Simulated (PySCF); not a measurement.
**Hf⁵⁷⁺ (hafnium, charge +57) across methods**

[Ne] 3s2 3p3, high-spin 4S determinant. Calculation: PySCF 2.14, in an even-tempered Gaussian basis (17 s from 15 bohr⁻², ratio 2.5; 12 p from 20 bohr⁻², ratio 2.5; 4 d from 76 bohr⁻², ratio 2.7; 4 f from 110 bohr⁻², ratio 2.7); the spin-free X2C one-electron Hamiltonian (Gaussian nucleus).

```json
{"method": "PBE", "E (hartree)": "-11551.96", "mean ε 3s α (eV)": "-6157.5", "mean ε 3s β (eV)": "-6121.8", "mean ε 3p α (eV)": "-5772.6", "Σ⟨r²⟩ (bohr²)": "0.2599", "⟨S²⟩": "3.750"}
{"method": "UHF", "E (hartree)": "-11550.58824", "mean ε 3s α (eV)": "-6247.7", "mean ε 3s β (eV)": "-6165.2", "mean ε 3p α (eV)": "-5832.4", "Σ⟨r²⟩ (bohr²)": "0.2601", "⟨S²⟩": "3.750"}
{"method": "PBE0", "E (hartree)": "-11551.77", "mean ε 3s α (eV)": "-6180.4", "mean ε 3s β (eV)": "-6133.3", "mean ε 3p α (eV)": "-5788.0", "Σ⟨r²⟩ (bohr²)": "0.2599", "⟨S²⟩": "3.750"}
{"method": "LDA", "E (hartree)": "-11541.75", "mean ε 3s α (eV)": "-6152.3", "mean ε 3s β (eV)": "-6119.8", "mean ε 3p α (eV)": "-5770.1", "Σ⟨r²⟩ (bohr²)": "0.2600", "⟨S²⟩": "3.750"}
{"method": "PW91", "E (hartree)": "-11552.81", "mean ε 3s α (eV)": "-6157.8", "mean ε 3s β (eV)": "-6122.8", "mean ε 3p α (eV)": "-5773.2", "Σ⟨r²⟩ (bohr²)": "0.2598", "⟨S²⟩": "3.750"}
{"method": "r2SCAN", "E (hartree)": "-11552.00", "mean ε 3s α (eV)": "-6169.8", "mean ε 3s β (eV)": "-6121.9", "mean ε 3p α (eV)": "-5778.5", "Σ⟨r²⟩ (bohr²)": "0.2600", "⟨S²⟩": "3.750"}
```

Question: Estimate the same row for TPSSh.

Answer: E (hartree) = -11552.29; mean ε 3s α (eV) = -6170.4; mean ε 3s β (eV) = -6126.6; mean ε 3p α (eV) = -5780.0; Σ⟨r²⟩ (bohr²) = 0.2599; ⟨S²⟩ = 3.750.

Spin-orbit coupling, which splits the p, d and f shells strongly at this Z, is absent. Spin-orbit coupling is strong in this species (close to jj coupling), so the high-spin LS determinant is a model state, not a physical level.
